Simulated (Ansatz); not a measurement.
Two isomers of CH8O4Si2: A = `CO[SiH](O)[SiH](O)O`, B = `C[SiH](O)[Si](O)(O)O`.

Program: Ansatz. Geometries: PBE0-D4/def2-TZVP. ΔE: electronic, gas phase. CCSD(T)/CBS is the MP2 limit (def2-TZVPP, def2-QZVPP) plus CCSD(T) − MP2 in def2-TZVPP, frozen cores. DFT in def2-TZVPP. Each species was taken in one conformer, which may not be the lowest.

Problem. Which isomer does CCSD(T)/CBS put lower? Give the gap. (Estimate.)

Solution. Ansatz gave: B, by 124.4 kJ/mol.

Problem. Give E(B) − E(A) in kJ/mol with B2PLYP, PBE0-D4, ωB97M-V, HF/def2-TZVPP, CCSD/def2-TZVPP, r2SCAN-D4, PBE-D4. (Estimate.)

Solution. Ansatz gave: B2PLYP -118.5, PBE0-D4 -125.2, ωB97M-V -125.3, HF/def2-TZVPP -103.9, CCSD/def2-TZVPP -119.8, r2SCAN-D4 -127.9, PBE-D4 -123.8. None reverses the order clearly.

Largest T1 diagnostic: 0.012.

In def2-TZVPP, CCSD(T) changes the Hartree–Fock value by −17.8 kJ/mol (the triples alone add −1.9 kJ/mol) and MP2 by −23.9 kJ/mol.
